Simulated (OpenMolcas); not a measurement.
# Zn: input and output

Input:

```
&GATEWAY
Coord
1

Zn 0.0 0.0 0.0
Basis=ANO-L-VQZP
Group=XYZ
NoMove
AngMom=0.0 0.0 0.0
AMFI
&SEWARD
* reference wave functions (RASSCF and RASSI steps not shown): 2 electrons in 8 orbitals (4s 4p 5s 5p)
>>> COPY JOB002 $Project.JobIph
&CASPT2
Multistate=1 1
Frozen=2 3
IPEA=0.4
MaxIter=60
WThr=0.0 0.3 0.05
PrWF=0.5
NoMix
>>> COPY JOB003 $Project.JobIph
&CASPT2
Multistate=3 1 2 3
Frozen=2 3
IPEA=0.4
MaxIter=60
WThr=0.0 0.3 0.05
PrWF=0.5
NoMix
```

Launched by
```bash
OMP_NUM_THREADS=1 MOLCAS_MEM=2252 MOLCAS_PROJECT=a pymolcas a.inp > a.log  # once for each step of the input, in one work folder
```

Output, cut to the results:

```
--- CASPT2 ---
Orbital specifications:
      -----------------------

      Symmetry species                           1   2
                                                ag  au
      Frozen orbitals                            2   3
      Inactive orbitals                          6   3
      Active orbitals                            2   6
      Secondary orbitals                        35  27
      Deleted orbitals                           0   0
      Number of basis functions                 45  39
Type of calculation                        SS-CASPT2
      Fock operator                              state-specific
      IPEA shift                                 0.40
      Real shift                                 0.00
      Imaginary shift                            0.00
      The input orbitals will be transformed to quasi-canonical
Reference energy:       -1777.8802562963
      E2 (Non-variational):      -0.9197174188
      E2 (Variational):          -0.9197173977
      Total energy:           -1778.7999736940
      Residual norm:              0.0000005018
      Reference weight:           0.91481
      Contributions to the CASPT2 correlation energy
      Active & Virtual Only:         -0.0007786807
      One Inactive Excited:          -0.0514619544
      Two Inactive Excited:          -0.8674767837
::    CASPT2 Root  1     Total energy:  -1778.79997369
--- CASPT2 ---
Orbital specifications:
      -----------------------

      Symmetry species                           1   2
                                                ag  au
      Frozen orbitals                            2   3
      Inactive orbitals                          6   3
      Active orbitals                            2   6
      Secondary orbitals                        35  27
      Deleted orbitals                           0   0
      Number of basis functions                 45  39
Type of calculation                        MS-CASPT2
      Fock operator                              state-specific
      IPEA shift                                 0.40
      Real shift                                 0.00
      Imaginary shift                            0.00
      The input orbitals will be transformed to quasi-canonical
Reference energy:       -1777.7510190240
      E2 (Non-variational):      -0.9070155114
      E2 (Variational):          -0.9070155006
      Total energy:           -1778.6580345246
      Residual norm:              0.0000003859
      Reference weight:           0.91622
      Contributions to the CASPT2 correlation energy
      Active & Virtual Only:         -0.0027725635
      One Inactive Excited:          -0.0399669453
      Two Inactive Excited:          -0.8642760025
Reference energy:       -1777.7510190240
      E2 (Non-variational):      -0.9070155130
      E2 (Variational):          -0.9070155022
      Total energy:           -1778.6580345262
      Residual norm:              0.0000003859
      Reference weight:           0.91622
      Contributions to the CASPT2 correlation energy
      Active & Virtual Only:         -0.0027725646
      One Inactive Excited:          -0.0399669459
      Two Inactive Excited:          -0.8642760025
::    CASPT2 Root  1     Total energy:  -1778.65803452
::    CASPT2 Root  2     Total energy:  -1778.65803453
::    CASPT2 Root  3     Total energy:  -1778.65803452
::    MS-CASPT2 Root  1     Total energy:  -1778.65803453
::    MS-CASPT2 Root  2     Total energy:  -1778.65803452
::    MS-CASPT2 Root  3     Total energy:  -1778.65803452
```

Levels above the lowest, from the spin-orbit matrix with the single-state CASPT2 energies, averaged by term, on its diagonal:

```json
{"Configuration": "4s²", "Term": "¹S", "J": "0", "E (cm⁻¹)": "0.0", "Measured (cm⁻¹)": "0.0", "g": "", "Term weight %": "100"}
{"Configuration": "4s 4p", "Term": "³P°", "J": "0", "E (cm⁻¹)": "30852", "Measured (cm⁻¹)": "32311", "g": "", "Term weight %": "100"}
{"Configuration": "4s 4p", "Term": "³P°", "J": "1", "E (cm⁻¹)": "31002", "Measured (cm⁻¹)": "32501", "g": "1.501", "Term weight %": "100"}
{"Configuration": "4s 4p", "Term": "³P°", "J": "2", "E (cm⁻¹)": "31302", "Measured (cm⁻¹)": "32890", "g": "1.501", "Term weight %": "100"}
```

Against the 3 measured excited levels shown (NIST Handbook of Basic Atomic Spectroscopic Data) the mean absolute deviation is 1500 cm-1; the largest miss in energy is 4s 4p ³P°₂: computed 31302, measured 32890 cm⁻¹ (-4.8 %).

Some high roots are left out of the spin-orbit mixing, which shifts the levels that they would mix with. Active for correlation alone: 5p 5s; no level in the range computed is led by a configuration that fills them, so any true level of that kind is missing. Computed and measured levels are paired by configuration, term and J; levels that our copy of the source lacks, or whose pairing is in doubt (as where it misses far off the trend of its configuration), stay unpaired and out of the deviations. Only configurations of the active space appear. The first state left out of the spin-orbit step lies near 48000 cm-1 above the lowest spin-free state of the reference (among the parities and spins computed), and the list stops at four fifths of that energy or lower.

The CASPT2 steps took 3.2 s on 1 thread of Arm Neoverse V1 (shared host); the integral step is not counted.

The term weight is that of the spin-free term in the level, not the purity of its configuration. ° marks odd parity.
